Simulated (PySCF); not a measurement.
PySCF input for SbCl5, SMILES [Cl][Sb]([Cl])([Cl])([Cl])[Cl], TDA-PBE/def2-SVPD. Coordinates come from a PBE0-D3(BJ)/def2-SVP optimisation. The isomer is the one that the SMILES or the coordinates give; other isomers of the formula were not compared. The def2 effective core potentials stand for the cores of Sb; spin–orbit coupling is left out.

```python
import numpy as np
from pyscf import gto, scf, dft, tdscf

mol = gto.M(
    atom='''
    Sb    0.00000000    0.00000000   -0.00000000
    Cl   -2.33356343    0.00000000    0.00000000
    Cl    0.00000000   -0.00000000   -2.36087196
    Cl    0.00000000    0.00000000    2.36087196
    Cl    1.16678171    2.02092521   -0.00000001
    Cl    1.16678171   -2.02092521    0.00000001
    ''',
    basis='def2-SVPD',
    ecp={'Sb': 'def2-svp'},
    charge=0,
    spin=0,
    symmetry=True,
    max_memory=1600,
    verbose=4,
)
mf = dft.RKS(mol, xc='pbe').density_fit(auxbasis='def2-universal-jkfit')
mf.grids.level = 3
mf.conv_tol = 1e-9
mf.max_cycle = 100
mf.kernel()
mf.grids = dft.Grids(mol).set(level=1).build(with_non0tab=True)  # coarser grid for the response kernel
td = tdscf.TDA(mf)
td.singlet = True
td.nstates = 10
td.conv_tol = 1e-4
td.positive_eig_threshold = 1e-6
td.kernel(x0=td.get_init_guess(mf, 15))
td.analyze()
tt = tdscf.TDA(mf)
tt.singlet = False
tt.nstates = 4
tt.conv_tol = 1e-4
tt.positive_eig_threshold = 1e-6
tt.kernel(x0=tt.get_init_guess(mf, 9))
tt.analyze(verbose=3)
```

It prints:

```
PySCF version 2.14.0

[INPUT] verbose = 4
[INPUT] num. atoms = 6
[INPUT] num. electrons = 108
[INPUT] charge = 0
[INPUT] spin (= nelec alpha-beta = 2S) = 0
[INPUT] symmetry True subgroup None
[INPUT] Mole.unit = angstrom
[INPUT] Symbol           X                Y                Z      unit          X                Y                Z       unit  Magmom
[INPUT]  1 Sb     0.000000000000   0.000000000000   0.000000000000 AA    0.000000000000   0.000000000000   0.000000000000 Bohr   0.0
[INPUT]  2 Cl    -2.333563430000   0.000000000000   0.000000000000 AA   -4.409795777001   0.000000000000   0.000000000000 Bohr   0.0
[INPUT]  3 Cl     0.000000000000   0.000000000000  -2.360871960000 AA    0.000000000000   0.000000000000  -4.461401419565 Bohr   0.0
[INPUT]  4 Cl     0.000000000000   0.000000000000   2.360871960000 AA    0.000000000000   0.000000000000   4.461401419565 Bohr   0.0
[INPUT]  5 Cl     1.166781710000   2.020925210000  -0.000000010000 AA    2.204897879052   3.818995165129  -0.000000018897 Bohr   0.0
[INPUT]  6 Cl     1.166781710000  -2.020925210000   0.000000010000 AA    2.204897879052  -3.818995165129   0.000000018897 Bohr   0.0

nuclear repulsion = 863.603631613683
point group symmetry = D3h, use subgroup C2v
symmetry origin: [-2.36215774e-09  0.00000000e+00  0.00000000e+00]
symmetry axis x: [0.00000000e+00 1.00000000e+00 1.35671016e-08]
symmetry axis y: [ 0.00000000e+00 -1.35671016e-08  1.00000000e+00]
symmetry axis z: [ 1.  0. -0.]
num. orbitals of irrep A1 = 66
num. orbitals of irrep A2 = 21
num. orbitals of irrep B1 = 40
num. orbitals of irrep B2 = 40
number of shells = 67
number of NR pGTOs = 292
number of NR cGTOs = 167
basis = def2-SVPD
ecp = {'Sb': 'def2-svp'}


[settings echo left out]
init E= -2514.73100022087
HOMO (B2) = -0.649154465577212  LUMO (A1) = -0.636732733140411  gap/eV = 0.33801
cycle= 1 E= -2536.16811767187  delta_E= -21.4  |g|= 3.85  |ddm|= 14.3
HOMO (A1) = 0.0544066952488733  LUMO (B1) = 0.0976576942425531  gap/eV = 1.17692
cycle= 2 E= -2469.49505434438  delta_E= 66.7  |g|= 10.2  |ddm|=  210
HOMO (B2) = -0.433470301501099  LUMO (A1) = -0.405423218534951  gap/eV = 0.76320
cycle= 3 E= -2539.2247040672  delta_E= -69.7  |g|= 1.47  |ddm|=  212
HOMO (B1) = -0.247764106049122  LUMO (A1) = -0.190129652144615  gap/eV = 1.56831
cycle= 4 E= -2538.73719000189  delta_E= 0.488  |g|= 1.74  |ddm|= 4.69
HOMO (A2) = -0.285915968578021  LUMO (A1) = -0.226402547812361  gap/eV = 1.61944
cycle= 5 E= -2539.6305367113  delta_E= -0.893  |g|= 0.554  |ddm|=  3.4
HOMO (B2) = -0.312475833505658  LUMO (A1) = -0.228817683689243  gap/eV = 2.27645
cycle= 6 E= -2539.70079605388  delta_E= -0.0703  |g|= 0.285  |ddm|= 1.39
HOMO (A2) = -0.291194500715529  LUMO (A1) = -0.211817973144161  gap/eV = 2.15995
cycle= 7 E= -2539.7261689178  delta_E= -0.0254  |g|= 0.0305  |ddm|= 0.671
HOMO (B2) = -0.292156582422315  LUMO (A1) = -0.21100132058198  gap/eV = 2.20835
cycle= 8 E= -2539.72645341838  delta_E= -0.000285  |g|= 0.00766  |ddm|= 0.077
HOMO (A2) = -0.291669686060839  LUMO (A1) = -0.210684001538018  gap/eV = 2.20373
cycle= 9 E= -2539.72646855948  delta_E= -1.51e-05  |g|= 0.000908  |ddm|= 0.0129
HOMO (B2) = -0.291709536676894  LUMO (A1) = -0.210769739186284  gap/eV = 2.20248
cycle= 10 E= -2539.72646887439  delta_E= -3.15e-07  |g|= 0.000158  |ddm|= 0.00227
HOMO (A2) = -0.291704532712289  LUMO (A1) = -0.210758033875229  gap/eV = 2.20267
cycle= 11 E= -2539.72646887969  delta_E= -5.3e-09  |g|= 0.000102  |ddm|= 0.000394
HOMO (B2) = -0.291706047002219  LUMO (A1) = -0.210756176806129  gap/eV = 2.20276
cycle= 12 E= -2539.7264688834  delta_E= -3.71e-09  |g|= 7.28e-06  |ddm|= 0.000178
HOMO (B2) = -0.291706600696983  LUMO (A1) = -0.210756703653022  gap/eV = 2.20276
cycle= 13 E= -2539.72646888341  delta_E= -9.09e-12  |g|= 2.02e-06  |ddm|= 1.27e-05
HOMO (B2) = -0.291706403810259  LUMO (A1) = -0.210756709207723  gap/eV = 2.20275
Extra cycle  E= -2539.72646888341  delta_E= -4.55e-12  |g|= 3.06e-06  |ddm|= 8.1e-06
converged SCF energy = -2539.72646888341
tot grids = 39608
Overwritten attributes  positive_eig_threshold  of <class 'pyscf.tdscf.rks.TDA'>


******** <class 'pyscf.tdscf.rks.TDA'> for <class 'pyscf.df.df_jk.DFSymAdaptedRKS'> ********
nstates = 10 singlet
deg_eia_thresh = 1.000e-03
wfnsym = None
conv_tol = 0.0001
eigh lindep = 1e-12
eigh level_shift = 0
eigh max_cycle = 100


Excitation energies (eV)
[2.33332477 2.33334693 2.75111356 2.75113794 3.07663448 3.18363934
 3.66502539 3.66505905 3.81389052 3.8138919 ]

** Singlet excitation energies and oscillator strengths **
Excited State   1:   B2      2.33332 eV    531.36 nm  f=0.0000
      54 -> 55        0.70657
Excited State   2:   A2      2.33335 eV    531.36 nm  f=0.0000
      53 -> 55        0.70657
Excited State   3:   B1      2.75111 eV    450.67 nm  f=0.0051
      52 -> 55       -0.70265
Excited State   4:   A1      2.75114 eV    450.67 nm  f=0.0051
      51 -> 55        0.70265
Excited State   5:   B2      3.07663 eV    402.99 nm  f=0.0266
      50 -> 55        0.69927
Excited State   6:   B1      3.18364 eV    389.44 nm  f=0.0000
      49 -> 55       -0.70645
Excited State   7:   B1      3.66503 eV    338.29 nm  f=0.0228
      48 -> 55       -0.69707
Excited State   8:   A1      3.66506 eV    338.29 nm  f=0.0228
      47 -> 55        0.69707
Excited State   9:   B2      3.81389 eV    325.09 nm  f=0.0000
      44 -> 55        0.70572
Excited State  10:   A2      3.81389 eV    325.09 nm  f=0.0000
      45 -> 55       -0.70572

** Transition electric dipole moments (AU) **
state          X           Y           Z        Dip. S.      Osc.
  1         0.0000     -0.0000     -0.0000      0.0000      0.0000
  2         0.0000     -0.0000     -0.0000      0.0000      0.0000
  3        -0.0000     -0.2747      0.0000      0.0754      0.0051
  4         0.2747      0.0000     -0.0000      0.0754      0.0051
  5         0.0000      0.0000      0.5942      0.3531      0.0266
  6         0.0000     -0.0000     -0.0000      0.0000      0.0000
  7        -0.0000     -0.5041     -0.0000      0.2541      0.0228
  8         0.5041     -0.0000      0.0000      0.2541      0.0228
  9         0.0000     -0.0000     -0.0000      0.0000      0.0000
 10        -0.0000     -0.0000      0.0000      0.0000      0.0000

WARN: ECP detected. Skipping calculation of transition velocity and magnetic dipole moments, which have not yet been implemented.



******** <class 'pyscf.tdscf.rks.TDA'> for <class 'pyscf.df.df_jk.DFSymAdaptedRKS'> ********
nstates = 4 triplet
deg_eia_thresh = 1.000e-03
wfnsym = None
conv_tol = 0.0001
eigh lindep = 1e-12
eigh level_shift = 0
eigh max_cycle = 100


Excitation energies (eV)
[2.07918597 2.07924688 2.45537764 2.45538796]

** Triplet excitation energies and oscillator strengths **
Excited State   1:   B2      2.07919 eV    596.31 nm  f=0.0000
Excited State   2:   A2      2.07925 eV    596.29 nm  f=0.0000
Excited State   3:   B1      2.45538 eV    504.95 nm  f=0.0000
Excited State   4:   A1      2.45539 eV    504.95 nm  f=0.0000
```

The calculation finished and met its thresholds.

Cost: around 60 core-seconds (rough).
